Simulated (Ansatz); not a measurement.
# Energy profile

The step: Si₄H₉Cl ([SiH3][Si]([SiH3])([SiH3])[Cl]) + NH₃ + HF → Si₃H₇Cl ([SiH3][SiH]([SiH3])[Cl]) + SiH₃F ([F][SiH3]) + NH₃; bonds formed: Si1–H8, Si2–F9; bonds broken: Si1–Si2, H8–F9 (atoms numbered as in the saddle structure below).

```
20
angstrom
Si -0.3207 -0.5052 0.7508
Si 2.2442 -0.4317 0.4946
Si -1.8992 1.1195 1.3589
Si -0.8278 -1.8200 -1.1031
Cl -0.3169 -1.7191 2.4648
H 0.5394 1.8708 -1.1156
N -0.0515 1.1468 -1.5103
H 0.9578 0.7131 0.8415
F 1.8749 1.5433 0.7399
H 2.8011 -0.0921 -0.8331
H 3.1176 -0.3402 1.6813
H 1.9351 -1.8998 0.3861
H -2.0651 2.1853 0.3345
H -1.4756 1.7410 2.6400
H -3.2077 0.4389 1.5547
H -1.1535 -3.2073 -0.6808
H 0.3276 -1.8587 -2.0379
H -2.0004 -1.2417 -1.8132
H 0.4287 0.7756 -2.3222
H -0.9080 1.5813 -1.8307
```

Electronic energies by CCSD(T) at an estimated basis limit (MP2 extrapolated from triple and quadruple zeta, plus CCSD(T) − MP2 in triple zeta), on PBE0-D4/def2-TZVP structures; Si4NH13ClF, singlet; no counterpoise correction. Program: Ansatz 0.2.0. Basis: def2-TZVPP and def2-QZVPP. Cores are frozen in the correlated methods. Extrapolation: Hartree–Fock as exp(−7.88 √X), correlation as X^−2.97.

(1) Give the profile in kcal/mol, counted from the separated reactants. (To be estimated.)

No T1 diagnostic of these runs exceeds 0.014.

Answers

(1) The calculation gives:
```tsv
point	kcal/mol
separated: Si4H9Cl (linked as [SiH3][Si]([SiH3])([SiH3])[Cl]; Si1, Si2, Si3, Si4, Cl5, H10, H11, H12, H13, H14, H15, H16, H17, H18; singlet) + NH3 (H6, N7, H19, H20; singlet) + HF (H8, F9; singlet)	0.00
start structure	-9.84
saddle	29.53
end structure	-36.97
separated: Si3H7Cl (linked as [SiH3][SiH]([SiH3])[Cl]; Si1, Si3, Si4, Cl5, H8, H13, H14, H15, H16, H17, H18; singlet) + SiH3F (linked as [F][SiH3]; Si2, F9, H10, H11, H12; singlet) + NH3 (H6, N7, H19, H20; singlet)	-27.05
```

For scale, one of the runs: CCSD(T)/def2-TZVPP, 454 basis functions, launched by `ansatz run in.yaml --threads 4 --pin off --events-out ev --progress --plain --max-ram 46080MiB --backend cuda --devices 0, --max-vram 37GiB`. Time: 26 s of wall clock on 4 CPU threads of an AMD EPYC 7R13 and a share of one NVIDIA H100; the host was shared. Peak host memory: 0.94 GiB.
